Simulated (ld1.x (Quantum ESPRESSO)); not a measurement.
Ranking RRKJ potentials for titanium (Ti)

All share these settings but for the change named:

titanium (Ti), norm-conserving RRKJ (Kleinman–Bylander form), made with ld1.x (Quantum ESPRESSO) 7.5 (LDA (PZ), scalar-relativistic). Core [Ne], reference 3s2 3p6 3d2 4s1.75 4p0.25. Waves: 3p (bound): rc 1.65 bohr; 3d (bound): rc 1.30 bohr; 3s (bound): rc 1.15 bohr. Local part: the s channel. Core correction: none.

Occupied shells without a wave of their own: 4p, 4s. They enter only through the test configuration that unscreens the potential.

Test errors are all-electron minus pseudo excitation energies from the reference, over 3s2 3p6 3d2 4s2 4p0; 3s2 3p6 3d2 4s1 4p0; 3s2 3p6 3d2 4s0 4p0; 3s2 3p5 3d2 4s2 4p0; 3s2 3p6 3d2 4s0 4p1; 3s1 3p6 3d2 4s2 4p0; 3s2 3p6 3d3 4s0 4p0. None of these files shows a bound ghost.

The base gives 252.8 meV.

Of 5 variants that were run, those that failed, showed a ghost or another fault, or gave nearly equal values are left out.

Rank these variants by their largest absolute test error, smallest first.
A. all radii scaled by about 1.14 (s 1.32, p 1.88, d 1.48 bohr)
B. all radii scaled by about 0.89 (s 1.02, p 1.46, d 1.16 bohr)
C. all radii scaled by about 0.77 (s 0.88, p 1.28, d 1.00 bohr)

C (98.8 meV), B (127.9 meV), A (649.0 meV).
